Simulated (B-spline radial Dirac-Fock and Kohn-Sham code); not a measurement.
# Kohn-Sham estimates against Dirac-Fock for the levels of Ru³⁸⁺

System: the Ru³⁸⁺ ion in the configuration [He] 2s2 2p2.

The density-functional columns are spherical, spin-unpolarised Dirac-Kohn-Sham results without Breit or QED terms: −ε is minus the orbital energy of the initial state and ΔSCF the difference of two total energies. The reference in the last column comes from multi-electron Dirac-Fock with separately optimised hole states, Breit and Lamb-shift corrections added in first order. All numbers are from a radial finite-basis atomic code, in eV; a selection of levels is shown. The Kohn-Sham columns are given as differences from the reference. For the 1s level of heavy atoms much of the gap between ΔSCF and the reference is the Breit and QED part, -58.1 eV here; for other levels the error of the functional can be larger.

```csv
level,LDA −ε − DF,LDA ΔSCF − DF,Dirac-Fock
K,-271.1,+66.2,25193.1
L1,-75.3,+7.3,5784.7
"L2,3",-97.8,-1.0,5567.9
```

Values without a named source are computed, but for edge energies of neutral atoms, which are taken from tables.
